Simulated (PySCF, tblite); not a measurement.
Isomers of [C7H7N]+ (charge +1 and doublet state), one GFN2-xTB conformer each. Single-point energies are computed at B3LYP/pcH-1 (PySCF, gas phase, no added dispersion term), electronic only. GFN2-xTB treats the open shell by occupation alone, and not every SCF solution was tested for stability.

```tsv
SMILES	GFN2-xTB relative energy (kJ/mol)
[H]/N=C/[C@H](C)C#C[C]=[CH+]	310.4
[CH2+][C](C#CC#N)CC	288.8
[CH2][CH+]c1ccncc1	0.0
```

Conformers: `[H]/[N:8]=[CH:7]/[C@@H:5]([C:4]#[C:3][C:2]=[CH+:1])[CH3:6]` (charge +1 and doublet state) with C4–C5–C7–N8 90°; `[CH2+:1][C:2]([C:3]#[C:4][C:5]#[N:6])[CH2:7][CH3:8]` (charge +1 and doublet state) with H–C1–C2–C3 180° and 0°, C1–C2–C7–C8 0°; `[CH2:1][CH+:2][c:3]1[cH:4][cH:5][n:6][cH:7][cH:8]1` (charge +1 and doublet state) with H–C1–C2–C3 -2° and 174°, C1–C2–C3–C4 32°.

What does B3LYP/pcH-1 give for the same structures?

```json
{"SMILES": "[CH2][CH+]c1ccncc1", "B3LYP/pcH-1 E (Eh)": "-325.37600", "B3LYP/pcH-1 (kJ/mol)": "0.0", "GFN2-xTB (kJ/mol)": "0.0", "point group": "C1"}
{"SMILES": "[CH2+][C](C#CC#N)CC", "B3LYP/pcH-1 E (Eh)": "-325.29891", "B3LYP/pcH-1 (kJ/mol)": "202.4", "GFN2-xTB (kJ/mol)": "288.8", "point group": "Cs"}
{"SMILES": "[H]/N=C/[C@H](C)C#C[C]=[CH+]", "B3LYP/pcH-1 E (Eh)": "-325.26359", "B3LYP/pcH-1 (kJ/mol)": "295.1", "GFN2-xTB (kJ/mol)": "310.4", "point group": "C1"}
```

Both levels put the same isomer lowest; measured from each level's own lowest isomer, the values differ by up to 86.4 kJ/mol ([CH2+][C](C#CC#N)CC: 288.8 against 202.4). As drawn, the highest has an N–H bond, which the lowest lacks.

What happens when harmonic zero-point energies from GFN2-xTB frequencies are added?

| SMILES | ZPE (kJ/mol) | electronic (kJ/mol) | with ZPE (kJ/mol) |
| --- | --- | --- | --- |
| [CH2][CH+]c1ccncc1 | 300.8 | 0.0 | 0.0 |
| [CH2+][C](C#CC#N)CC | 289.9 | 202.4 | 191.5 |
| [H]/N=C/[C@H](C)C#C[C]=[CH+] | 290.2 | 295.1 | 284.5 |

The zero-point energies span 10.9 kJ/mol. The order is unchanged.
